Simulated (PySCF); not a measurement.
**MP2 beside CCSD(T) along the alkali metals: bonds to Mg**

MP2 and CCSD(T) in PySCF with def2-SVPD on every atom (core potentials on Rb, Cs), for the lowest determinant that a PBE0 search found; no spin–orbit coupling.

| molecule | state (unpaired electrons) | MP2 Re (Å) | MP2 ωe (cm⁻¹) | MP2 De (eV) | CCSD(T) Re (Å) | CCSD(T) ωe (cm⁻¹) | CCSD(T) De (eV) |
| --- | --- | --- | --- | --- | --- | --- | --- |
| LiMg | doublet (σ ↑) | 3.434 | 104 | 0.07 | 3.239 | 155 | 0.14 |
| KMg | doublet (σ ↑) | 4.413 | 45.6 | 0.06 | ? | ? | ? |
| RbMg | doublet (σ ↑) | 4.612 | 33.3 | 0.05 | 4.404 | 43.6 | 0.07 |
| CsMg | doublet (σ ↑) | 4.837 | 32.2 | 0.05 | 4.636 | 41.0 | 0.07 |

Q: Estimate the CCSD(T) values of KMg by adding the mean shift from MP2 to CCSD(T) of the other rows, and compare with the calculation.

A: The mean shifts are -20.1 pm, +23 cm⁻¹ and +0.04 eV, which give 4.212 Å, 69.0 cm⁻¹ and 0.10 eV. CCSD(T)/def2-SVPD gives Re = 4.217 Å, ωe = 56.5 cm⁻¹, De = 0.09 eV.

Q: What are the mean differences of MP2 from CCSD(T) over the whole series?

A: Re +20.0 pm, ωe -20 cm⁻¹, De -0.04 eV.

In a basis of this size CCSD(T) is itself not converged; it tends to give bonds that are too long and too weak.

Correlated steps freeze the inner cores (1 to 6 orbitals); shallow outer-core shells are correlated. Weak bonds: CsMg, KMg, LiMg, RbMg. Basis-set superposition, not corrected here, can be much of De in a small basis, most of all at correlated wavefunction levels. Spin–orbit coupling is left out. States were picked by a PBE0 search and need not be the measured ground states.
